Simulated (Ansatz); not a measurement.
Pd20 (started as a model of: Pd20 tetrahedron), relaxed as a singlet with RKS PBE-D4/def2-SVP in Ansatz, starting from a model built from a lattice or polyhedron. Force threshold 0.03 eV/Å.

In the def2 sets Pd takes a core potential; there is no spin–orbit coupling. Single mean-field runs in def2-SVP are fitted with def2-universal-jkfit. The restricted singlet is unstable towards broken spin symmetry in Hartree–Fock (as tested in another run); at PBE-D4/def2-SVP this wasn't settled. The relaxation made no stability test and no search for a lower SCF solution. No other spin state of charge 0 was run.

Start:

```xyz
20

Pd   -1.396   -4.160    2.118
Pd   -2.000   -1.611    1.763
Pd   -2.626    0.951    1.383
Pd   -3.251    3.511    0.997
Pd   -0.845   -3.002   -0.190
Pd   -1.470   -0.429   -0.575
Pd   -2.075    2.118   -0.936
Pd   -0.269   -1.798   -2.514
Pd   -0.893    0.701   -2.874
Pd    0.275   -0.634   -4.832
Pd    0.503   -2.345    1.958
Pd   -0.097    0.240    1.592
Pd   -0.708    2.750    1.235
Pd    1.071   -1.182   -0.338
Pd    0.462    1.382   -0.710
Pd    1.633    0.014   -2.648
Pd    2.457   -0.501    1.849
Pd    1.840    2.045    1.498
Pd    3.013    0.657   -0.491
Pd    4.376    1.293    1.712
```

```tsv
step	energy (eV)	largest force component (eV/Å)	SCF passes
1	-69630.8582	1.575	516
2	-69631.9348	0.424	97
3	-69632.0402	0.096	81
4 (rejected)	-69631.7371	0.472	97
5	-69632.0483	0.023	75
```

Force components are those of the run's own axes.

End:

Cartesian coordinates in Å:
```
Pd -1.3603 -4.0766 2.0684
Pd -2.0539 -1.5862 1.7741
Pd -2.6607 0.9096 1.4076
Pd -3.1749 3.4238 0.9679
Pd -0.8014 -3.0597 -0.2781
Pd -1.5701 -0.4683 -0.5998
Pd -2.0501 2.1786 -1.0351
Pd -0.3709 -1.8898 -2.5224
Pd -1.0112 0.7610 -2.9039
Pd 0.2567 -0.6243 -4.7235
Pd 0.6326 -2.3854 1.9914
Pd -0.0994 0.2339 1.7181
Pd -0.6350 2.8608 1.2344
Pd 1.1599 -1.2503 -0.3621
Pd 0.5086 1.4816 -0.7574
Pd 1.6967 0.0194 -2.6518
Pd 2.4296 -0.5558 1.9558
Pd 1.7989 2.1093 1.5579
Pd 3.0280 0.6475 -0.5176
Pd 4.2770 1.2710 1.6761
```

By distances, no bond broke or formed. The bond that changes most is Pd12–Pd15, from 2.63 to 2.84 Å (atoms count from 1).

No frequencies were taken in this run, so the end may be a saddle point.

Hardware: 4 threads of AMD EPYC 7R13 on a shared host and a share (37 GiB) of an NVIDIA H100 80GB HBM3. Wall time 2 min, peak host memory 1.4 GiB.
